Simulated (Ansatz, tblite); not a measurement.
Cost and result up the ladder for Sn11PH22, a doped cluster cut from the lattice of tin (P on a surface site) (34 atoms). Charge 0, multiplicity 2. Geometry: PBE-D4/def2-SVP.

```xyz
34

Sn   -0.933   -2.165    3.755
Sn    3.798    0.412    0.443
Sn   -4.468   -2.750    0.815
Sn    1.220   -0.685   -3.333
P    -1.188   -0.039    0.118
Sn    3.504    3.263   -3.224
Sn   -3.523   -3.214    3.424
Sn    1.403   -0.817   -0.515
Sn   -0.849    0.401    2.620
Sn    3.893    3.082   -0.444
Sn   -3.878   -0.113    0.024
Sn    1.065    2.056   -3.934
H     0.240   -3.124    2.916
H    -0.472   -2.092    5.424
H     5.246   -0.420   -0.058
H     3.798    0.396    2.184
H    -3.638   -3.831   -0.258
H    -6.159   -3.127    0.729
H     2.569   -1.380   -4.180
H    -0.212   -1.509   -3.876
H    -1.040    1.328   -0.310
H     4.790    2.417   -4.029
H     3.585    4.916   -3.750
H    -3.519   -4.907    3.809
H    -4.558   -2.425    4.572
H     1.380   -2.506   -0.043
H     0.660    1.237    2.790
H    -2.135    1.430    3.165
H     5.391    3.838    0.008
H     2.624    3.974    0.340
H    -4.334    0.142   -1.636
H    -4.727    1.066    0.997
H     0.654    2.385   -5.588
H    -0.188    2.761   -2.956
```

Ansatz on 2 threads of AMD EPYC 7R13 on a shared host and a share (18 GiB) of an NVIDIA H100 80GB HBM3; xTB runs through tblite on one thread. Times are rough, summed over both states, and most runs start from the orbitals of an earlier one. PBE0-D4/def2-TZVP serves as the yardstick here, not as an exact answer. The other state is a singlet.

In the def2 sets Sn takes a core potential; there is no spin–orbit coupling. The xTB rows come from tblite. Single mean-field runs in def2-TZVP are fitted with def2-universal-jkfit.

Raw xTB energies of ions are shifted by several eV, and xTB has no spin-polarisation term.

```
                           level  functions  vertical IE (eV)  difference from PBE0-D4/def2-TZVP (eV)
                        GFN2-xTB        130             11.05                                    5.20
                        GFN1-xTB        152             10.71                                    4.86
BHLYP-D4/def2-TZVP (with forces)        719              5.75                                   -0.09
  PBE-D4/def2-TZVP (with forces)        719              5.83                                   -0.02
               PBE0-D4/def2-TZVP        719              5.85                                    0.00
```

Q: Estimate how long each takes.

A: GFN1-xTB 0.19 s; GFN2-xTB 0.27 s; PBE0-D4/def2-TZVP 23 s; PBE-D4/def2-TZVP (with forces) 25 s; BHLYP-D4/def2-TZVP (with forces) 34 s. On shared hardware such times vary by a factor of up to 3.
